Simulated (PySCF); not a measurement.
C4H6Ge, SMILES C=[C]([GeH3])C#C.

Geometry optimised at PBE0-D3(BJ)/def2-SVP. The structure was generated by enumeration, and PubChem lists no compound with its InChIKey, so it may never have been made.

Two levels are set side by side: TDA-PBE/def2-SVPD (PySCF) and TDA-ωB97X/def2-SVPD (PySCF). Vertical, same geometry. The lowest singlet is HOMO−1→LUMO 100 % with PBE and HOMO−1→LUMO 93 % with the other functional; states are paired by order. Differences are taken from unrounded values.

```json
[
 {"quantity": "lowest singlet excitation (eV)", "TDA-ωB97X": "5.28"},
 {"quantity": "lowest triplet excitation (TDA) (eV)", "TDA-ωB97X": "3.48"},
 {"quantity": "first bright state (f over 0.05) (eV)", "TDA-ωB97X": "5.82"},
 {"quantity": "its oscillator strength", "TDA-ωB97X": "0.20"}
]
```

What does TDA-PBE give, and how far is it from TDA-ωB97X? (The exact figures need the calculation; the answer reports its results.)


```json
[
 {"quantity": "lowest singlet excitation (eV)", "TDA-PBE": "4.54", "TDA-PBE minus TDA-ωB97X": "-0.73"},
 {"quantity": "lowest triplet excitation (TDA) (eV)", "TDA-PBE": "3.31", "TDA-PBE minus TDA-ωB97X": "-0.17"},
 {"quantity": "first bright state (f over 0.05) (eV)", "TDA-PBE": "5.44", "TDA-PBE minus TDA-ωB97X": "-0.38"},
 {"quantity": "its oscillator strength", "TDA-PBE": "0.15", "TDA-PBE minus TDA-ωB97X": "-0.05"}
]
```

Functionals without exact exchange tend to place singlet excitations lower, as here. Differences between two approximate levels are no errors against the true value.

Rough cost on one machine, each run with all the roots and properties that it gave: TDA-ωB97X against TDA-PBE about 4 times.
